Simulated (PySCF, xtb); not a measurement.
1,2,4-triazole (C₂H₃N₃), SMILES c1nc[nH]n1.

Harmonic wavenumbers (cm⁻¹) from GFN2-xTB run with xtb at its own minimum, in rising order: 603, 652, 674, 818, 865, 927, 938, 1059, 1095, 1138, 1193, 1315, 1352, 1385, 1514, 3185, 3201, 3449.

Task: What does PBE0-D3(BJ)/def2-SVP in PySCF 2.14.0 give at its own minimum? (The exact figures need the calculation; the answer reports its results.)

Result: 629, 698, 718, 865, 919, 972, 1008, 1118, 1169, 1232, 1287, 1373, 1445, 1502, 1597, 3276, 3281, 3680. Paired by order, the mean absolute difference is 78 cm⁻¹ and the zero-point energies are 36.3 and 38.3 kcal/mol.
